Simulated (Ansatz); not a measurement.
Born–Oppenheimer molecular dynamics of BF2H3O (7 atoms, charge 0, multiplicity 1). It starts at the highest image of a converged band. Of that band: Neighbouring images differ by up to 1.3 eV, so the band resolves the path poorly. A vibrational analysis at the climbing image gives one clearly imaginary mode, 1386i cm⁻¹: a first-order saddle point.

All numbers below come from Ansatz 0.2.0, RKS PBE0-D4/cc-pVDZ.

```json
{
 "ensemble": "NVE (velocity Verlet)",
 "time step": "0.5 fs",
 "steps asked": "200",
 "starting velocities drawn for": "100 K",
 "seed": "9117"
}
```

First frame:

```xyz
7
Properties=species:S:1:pos:R:3
B 0.011 0.232 0.124
O 0.020 -0.095 1.631
H -0.878 -0.360 1.884
F 1.137 -0.155 -0.501
F -1.183 -0.044 -0.454
H 0.084 1.601 0.358
H 0.020 1.102 1.284
```

Q: What does the run give?

A: All steps were run.

```
steps done                                               : 200
time covered                                             : 100 fs
mean temperature over the second half                    : 862 K
spread of the potential energy over the second half      : 9.2 meV per atom
mean potential energy of the second half above the start : -70.4 meV per atom
```

The conserved energy stayed within 0.16 meV per atom of its start (net change -0.063 meV per atom), so the integration is sound. The kinetic energy rose, since the run started high on the potential surface and went downhill. It ends in pieces (BF2H + H2O), so much of that is their flight and rotation, not heat. A run of 0.1 ps of so small a system gives no equilibrium averages. The orbitals stay closed-shell, which can raise the energy where a bond breaks towards radicals; this wasn't checked here.

Q: What happens to the structure?

A: Between its relaxed ends the band would form B1–H6, O2–H7 and break H6–H7. These pairs go: B1–H6 1.39 → 1.20 Å, O2–H7 1.25 → 0.96 Å, H6–H7 1.05 → 3.80 Å. In the last frame they stand as after the step (other bonds may differ from the relaxed reactants and products). Also parted: B1–O2 1.54 → 3.59 Å. It ends as BF2H + H2O. Pairs count as bonded within 1.25 times the sum of covalent radii (0.12 Å more for H–H). This is one draw of velocities; another would differ in detail.

Q: How do temperature and energy run in time?

A: 
| time (fs) | T (K) | potential energy less start (eV) | conserved less start (meV/atom) |
| --- | --- | --- | --- |
| 0 | 100 | 0.000 | 0.00 |
| 3 | 64 | 0.023 | 0.03 |
| 6 | 48 | 0.034 | 0.03 |
| 9 | 46 | 0.035 | 0.01 |
| 12 | 41 | 0.038 | 0.03 |
| 15 | 89 | 0.007 | 0.04 |
| 18 | 188 | -0.057 | 0.04 |
| 21 | 425 | -0.210 | 0.01 |
| 24 | 864 | -0.494 | -0.01 |
| 27 | 1217 | -0.722 | -0.03 |
| 30 | 1498 | -0.904 | -0.13 |
| 33 | 1518 | -0.916 | 0.03 |
| 36 | 1358 | -0.813 | 0.01 |
| 39 | 1274 | -0.759 | -0.09 |
| 42 | 1164 | -0.688 | 0.03 |
| 45 | 1087 | -0.638 | 0.04 |
| 48 | 1126 | -0.664 | -0.13 |
| 51 | 1008 | -0.587 | -0.01 |
| 54 | 867 | -0.495 | 0.06 |
| 57 | 948 | -0.549 | -0.08 |
| 60 | 1030 | -0.601 | -0.06 |
| 63 | 977 | -0.567 | 0.04 |
| 66 | 952 | -0.551 | -0.09 |
| 69 | 837 | -0.477 | -0.03 |
| 72 | 792 | -0.447 | 0.07 |
| 75 | 924 | -0.533 | -0.07 |
| 78 | 954 | -0.553 | -0.09 |
| 81 | 827 | -0.470 | 0.05 |
| 84 | 770 | -0.433 | -0.02 |
| 87 | 716 | -0.399 | -0.06 |
| 90 | 717 | -0.399 | 0.04 |
| 93 | 801 | -0.453 | 0.00 |
| 96 | 821 | -0.467 | -0.09 |
| 99 | 732 | -0.408 | 0.03 |

The run took 5.6 min on 1 thread of Arm Neoverse V2, with other jobs on the host, peak memory 0.12 GiB.
